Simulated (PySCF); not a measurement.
Precursor series metal swap MX4 F. Gas-phase values, no solvent.

Calculation: B3LYP-D3(BJ)/def2-TZVP // PBE-D3(BJ)/def2-SVP run with PySCF. All candidates: neutral, multiplicity 1. B3LYP has the VWN-RPA correlation part, as in Gaussian. 

| Item | Value |
|---|---|
| HOMO | -9.56 eV |
| HOMO–LUMO gap | 6.44 eV |
| LUMO | -3.12 eV |

### Question
Identify which member has these values.
(A) [Zr(F)4]
(B) [Hf(F)4]
(C) [Mo(=O)2(F)2]
(D) [W(=O)2(F)2]

### Answer
D, [W(=O)2(F)2]. The others give [Mo(=O)2(F)2]: -9.85 eV, 6.04 eV, -3.81 eV; [Hf(F)4]: -11.85 eV, 10.50 eV, -1.35 eV; [Zr(F)4]: -11.90 eV, 10.12 eV, -1.78 eV
